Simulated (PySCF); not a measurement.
Input for PySCF: R-HF/3-21G on H6SiSn (SMILES [SiH3][SnH3]), a point of a bond scan (R = 1.630 Å).

```python
from pyscf import gto, scf, dft, mp
from pyscf.data.elements import chemcore

mol = gto.M(
    atom='''
    Sn   -0.61782741    0.06128438   -0.01104223
    Si    1.94433205   -0.19286485    0.03475042
    H    -1.31526903   -0.97677330   -1.18186460
    H    -1.06686420    1.66906744   -0.39602690
    H    -1.29897929   -0.32715219    1.51210016
    H     2.34795200   -1.72893837    0.40271771
    H     2.52737364    0.71260904    1.05295175
    H     2.51320142    0.14743305   -1.29082092
    ''',
    basis='3-21g',
    charge=0, spin=0, verbose=3, max_memory=1800)
mf = scf.RHF(mol)
mf.conv_tol = 1e-8
mf.max_cycle = 100
mf.kernel()
if not mf.converged:
    mf = mf.newton().run(mf.mo_coeff, mf.mo_occ)
```

The log:

```
converged SCF energy = -6287.10561690425
```

Self-consistency was reached.

Cost: very roughly 0.5 core-seconds.
